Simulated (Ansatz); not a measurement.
`[BH2][GaH][OH]` + `C=C=N` → `BN=C=C` + `[OH][GaH2]` at 600 K and 1 bar (cleavage of the B–Ga bond).

Calculated with Ansatz (gas phase, PBE0-D4/def2-TZVP geometries, no zero-point term in ΔE). CCSD(T)/CBS adds triple-zeta CCSD(T) − MP2 to the extrapolated MP2 energy (def2 sets, frozen cores). This one scheme is used for every species. For Ga outer-core shells are correlated without core-valence functions, which leaves a few kJ/mol of doubt a bond. Scalar relativity is left out up to krypton. One conformer a species, not always the lowest.

```json
{"species": "`[BH2][GaH][OH]`", "CCSD(T)/CBS energy (Eh)": "-2026.29567", "H − E (kJ/mol)": "152.0", "S (J/(mol·K))": "376.0"}
{"species": "`C=C=N`", "CCSD(T)/CBS energy (Eh)": "-132.55079", "H − E (kJ/mol)": "148.0", "S (J/(mol·K))": "296.9"}
{"species": "`BN=C=C`", "CCSD(T)/CBS energy (Eh)": "-157.96924", "H − E (kJ/mol)": "191.5", "S (J/(mol·K))": "344.0"}
{"species": "`[OH][GaH2]`", "CCSD(T)/CBS energy (Eh)": "-2000.92981", "H − E (kJ/mol)": "103.5", "S (J/(mol·K))": "310.5"}
```

H − E and S are ideal-gas, rigid-rotor, harmonic terms from PBE0-D4/def2-TZVP, for one conformer and one mirror image of each species. 1 Eh = 2625.50 kJ/mol, R = 8.31446 J/(mol·K).

Q: By hand: ΔE, ΔH, ΔS and ΔG.

A: ΔE = (-157.96924) + (-2000.92981) − (-2026.29567) − (-132.55079) = -0.05259 Eh = -138.1 kJ/mol. Δ(H − E) = 191.5 + 103.5 − 152.0 − 148.0 = -5.0, so ΔH = -143.1 kJ/mol. ΔS = 344.0 + 310.5 − 376.0 − 296.9 = -18.4 J/(mol·K). ΔG = -143.1 − 600 × (-18.4)/1000 = -132.1 kJ/mol.

Q: By hand: the equilibrium constant, and the temperature at which ΔG would vanish if ΔH and ΔS stayed fixed.

A: log₁₀ K = −ΔG/(RT ln 10) = 11.5. ΔG = 0 at ΔH/ΔS = 7777 K, far beyond where these terms or the molecules hold.

ΔH outweighs TΔS. A doubt of 5 kJ/mol in ΔE shifts log₁₀ K by 0.4 here. Other conformers and mirror images would add mixing entropy, several J/(mol·K) or more a flexible species. These are equilibria of isolated gas molecules and say nothing of rates. Largest T1 diagnostic: 0.017 (customary marks: 0.02 for closed shells, 0.045 for open ones).
